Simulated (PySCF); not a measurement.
C₃H₅BF₂, SMILES C=C(C)B(F)F.

Geometry: B3LYP-D3(BJ)/def2-SVP. The values are those of a single conformer.

All values below come from B3LYP-D3(BJ)/def2-SVP (PySCF 2.14.0).

Frequencies are harmonic and unscaled.

| mode | ν (cm⁻¹) | IR (km/mol) | moving atoms (share of kinetic energy) |
|---|---|---|---|
| 1 | 66 | 0.0 | F 52 %, C 32 %, H 15 % |
| 2 | 161 | 0.8 | H 96 % |
| 3 | 190 | 0.6 | F 43 %, C 37 %, H 17 % |
| 4 | 314 | 0.0 | C 53 %, H 23 %, B 16 %, F 8 % |
| 5 | 338 | 2.9 | C 40 %, F 34 %, H 25 % |
| 6 | 449 | 0.3 | F 45 %, C 36 %, H 11 %, B 8 % |
| 7 | 499 | 12.6 | F 46 %, C 30 %, H 17 % |
| 8 | 641 | 31.2 | H 55 %, B 30 %, C 11 % |
| 9 | 712 | 2.3 | F 52 %, C 31 %, H 11 % |
| 10 | 762 | 26.6 | H 51 %, B 39 % |
| 11 | 958 | 1.9 | C 50 %, H 46 % |
| 12 | 990 | 26.2 | H 74 %, C 26 % |
| 13 | 1012 | 6.2 | H 74 %, C 25 % |
| 14 | 1055 | 0.1 | H 65 %, C 35 % |
| 15 | 1190 | 106.3 | C 33 %, H 27 %, B 25 %, F 15 % |
| 16 | 1381 | 114.8 | H 57 %, B 20 %, C 18 % |
| 17 | 1397 | 222.4 | B 44 %, H 21 %, C 21 %, F 14 % |
| 18 | 1419 | 58.3 | H 55 %, B 21 %, C 18 % |
| 19 | 1432 | 137.2 | H 40 %, B 34 %, C 17 %, F 8 % |
| 20 | 1452 | 7.3 | H 96 % |
| 21 | 1467 | 66.4 | H 91 % |
| 22 | 1693 | 29.2 | C 87 %, H 12 % |
| 23 | 3023 | 16.6 | H 97 % |
| 24 | 3090 | 11.2 | H 91 %, C 9 % |
| 25 | 3118 | 13.5 | H 90 %, C 10 % |
| 26 | 3123 | 9.4 | H 94 % |
| 27 | 3223 | 5.0 | H 89 %, C 11 % |
